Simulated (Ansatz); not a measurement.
Input file for Ansatz (a quantum-chemistry and plane-wave program): R-SVWN5/def2-TZVPPD on AlFGeH6O. The basis file is the Basis Set Exchange's JSON of that set.

Ansatz 0.2 input:
```yaml
crystal:
  periodic: [false, false, false]
  atoms:
    - {symbol: Al, position_ang: [1.22052545, -0.52588595, 0.36512524]}
    - {symbol: O, position_ang: [-0.29092567, 0.22903422, 0.47900482]}
    - {symbol: Ge, position_ang: [-2.01640505, 0.15350182, 0.10632013]}
    - {symbol: H, position_ang: [1.33007734, -1.99942394, -0.18396344]}
    - {symbol: H, position_ang: [2.39178585, 0.13928898, 1.22088735]}
    - {symbol: H, position_ang: [-2.34556504, 1.31665955, -0.84861482]}
    - {symbol: H, position_ang: [-2.34406057, -1.19816829, -0.56110225]}
    - {symbol: H, position_ang: [-2.79115914, 0.30391429, 1.42821325]}
    - {symbol: F, position_ang: [2.10245633, 0.56494634, -1.26011378]}
    - {symbol: H, position_ang: [2.74317049, 1.01613299, -0.74565649]}
basis:
  gaussian:
    orbitals: def2-TZVPPD.json
hamiltonian:
  xc: {name: SVWN5}
scf: {lower_state_search: off}
```

Output:

```
WARN ansatz: RAYON_NUM_THREADS=4 ignored (pool sized by the plan → 4); use --threads N
Functional definition: SVWN5
these checks for a lower state are left out or cut short: stability, starts, cluster_reference, orbital_swaps, neighbouring_geometries, increment
integrals: 0.27 GiB planned
1409 factors; their error is unknown
mean field: 1.66 GiB planned
mean field evaluation 1: about -67823.6907 eV, gradient 8.0e1 eV
mean field evaluation 2: about -67721.8167 eV, gradient 2.0e2 eV
mean field evaluation 4: about -67833.1312 eV, gradient 2.1e1 eV
mean field evaluation 8: about -67833.6383 eV, gradient 1.2e-1 eV
mean field evaluation 16: about -67833.6270 eV, gradient 6.3e-5 eV
mean field -67833.62702620 eV, -2492.8398139292 hartree, gradient 6.9e-6 eV, S^2 0.000000; 0 other end points of the search recorded, 0 dependent functions left out
reference -67833.62708494 eV, -2492.8398160878 hartree; 34, 34 occupied and 250, 250 virtual orbitals, 1409 factors
Total energy: -67833.62708494 eV, -2492.8398160878 hartree
Checks for a lower state left out: stability, starts, cluster_reference, orbital_swaps, neighbouring_geometries, increment
```

The calculation finished and met its thresholds.

Cost: around 3 core-seconds (rough).
